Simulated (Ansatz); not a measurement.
Basis sets compared for Ag₄F₃⁺. Total charge 1; singlet. Geometry r2SCAN-D4/def2-SVP. Ansatz on 4 threads of Arm Neoverse V1 on a shared host; times are rough, and most runs start from earlier orbitals.

```
atom    x (Å)    y (Å)    z (Å)
 Ag1  -0.4477   0.4722  -0.3120
 Ag2  -0.9495  -2.4278   0.4434
 Ag3   1.4364  -1.5253  -1.6111
 Ag4  -0.0320   4.0385   1.7339
  F5  -0.2011   2.2362   0.7443
  F6  -0.8508  -1.2331  -1.5278
  F7   1.0447  -1.5606   0.5293
```

In the def2 sets Ag takes a core potential; there is no spin–orbit coupling. No other spin state of charge 1 was run. Another isomer (singlet) lies 0.43 eV lower at PBE0-D4/def2-TZVP; other spin states weren't run for this one.

| level | functions | energy (Eh) | HOMO (eV) | LUMO (eV) | wall time |
| --- | --- | --- | --- | --- | --- |
| PBE-D4/def2-SVP | 166 | -886.7368 | -9.65 | -7.85 | 2.5 s |
| PBE0-D4/def2-SVP | 166 | -886.6737 | -10.92 | -6.73 | 4.9 s |

Q: Estimate the rows for PBE-D4/def2-TZVP (with forces), PBE0-D4/def2-TZVP.

A: 
```tsv
level	functions	energy (Eh)	HOMO (eV)	LUMO (eV)	wall time
PBE-D4/def2-TZVP (with forces)	253	-887.2442	-9.74	-7.92	5.5 s
PBE0-D4/def2-TZVP	253	-887.1734	-11.00	-6.79	8.5 s
```
